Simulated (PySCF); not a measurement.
## A small calculation by hand: chemical shift, span and skew from a shielding tensor

H₅P₂, SMILES P[PH3+], charge +1. Atoms are numbered in the order given.

```xyz
7

P      1.1749    -0.1158     0.0000
P     -1.0223     0.0041     0.0000
H      1.2218     0.8663     1.0430
H      1.2218     0.8663    -1.0430
H     -1.5511    -0.6699    -1.1237
H     -1.5511    -0.6699     1.1237
H     -1.6291     1.2832     0.0000
```
Charge +1, spin multiplicity 1.

Coordinates come from a PBE-D3(BJ)/def2-TZVP optimisation. The isomer is the one that the SMILES or the coordinates give; other isomers of the formula were not compared.

GIAO shieldings from PBE/pcSseg-2 (PySCF), non-relativistic, no solvent. The symmetric part of the tensor of P1 has the principal values 494.9, 534.6, 578.9 ppm. The same nucleus in PH3 has σ = 572.3 ppm at this level (PySCF, at its B3LYP-D3(BJ)/def2-TZVP geometry).

Task: Work out the isotropic shielding, the ³¹P shift against PH3, the span and the skew.

Result: 
σ(iso) = (σ11 + σ22 + σ33)/3 = 536.1 ppm. δ = σ(ref) − σ(iso) = 572.3 − (536.1) = 36.2 ppm.
Span Ω = σ33 − σ11 = 84.0 ppm. Skew κ = 3(σ(iso) − σ22)/Ω = 0.05. Tumbling in solution averages the tensor to δ; in a static solid the shielding alone would spread this spin-1/2 line over Ω.
